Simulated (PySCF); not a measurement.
A structure optimised at ωB97X-D3(BJ)/def2-SVP, used in a PySCF frequency run:

```
C
C 1 1.5167
H 2 1.0988 1 109.24
H 2 1.0988 3 109.70 1 -119.72
H 2 1.0988 3 109.70 4 -120.57
Cl 1 1.7776 2 110.01 3 -60.00
Cl 1 1.7776 2 110.01 3 180.00
Cl 1 1.7776 2 110.01 3 60.00
```

Problem. Write its SMILES, formula and point group.

Solution. CC(Cl)(Cl)Cl, C₂H₃Cl₃, C3v

Problem. What are its rotational constants (standard atomic weights)?

Solution. 2.3489, 2.3489, 1.6847 GHz
